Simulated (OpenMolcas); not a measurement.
Tm2+ among 8 point charges of -0.5 e arranged as a cube (Oh).

* Program: OpenMolcas
* Method: SS-CASPT2, IPEA 0.25 Eh, imaginary shift 0.1 Eh (closed shells correlated: 5s 5p)
* Basis: ANO-RCC-VDZP [7s6p4d2f1g]
* Scalar Hamiltonian: DKH2, point nucleus
* Active space: 13 electrons in 7 orbitals (4f)
* State averaging: 2S+1 = 2 odd, 7 roots
* Spin-orbit coupling: RASSI with atomic mean-field integrals over the reference wave functions

All point charges move together. At R = 2.41 Å the width of the lowest J multiplet is 109 cm-1, and at R = 2.53 Å it is 69 cm-1.

Q: A third run gives 36 cm-1. What distance was it run at?

A: With a power law R^-n the two known points give n = -ln(69 / 109) / ln(2.53 / 2.41) = 9.41. Then R = 2.41 × (109 / 36)^(1/9.41) = 2.711 Å. The run was at 2.75 Å, so the estimate is off by -0.039 Å.

Roots that are degenerate in the reference are averaged as groups; the widest CASPT2 spread within a group is 41 cm-1 (the 3-fold group of multiplicity 2 near 67.6 cm-1 above the lowest state of its run, R = 2.41). Shifts and gaps below about the spread of the groups concerned are not significant. Point charges carry no covalency, so the field is a model and not that of real ligands. No measured value stands beside these numbers.
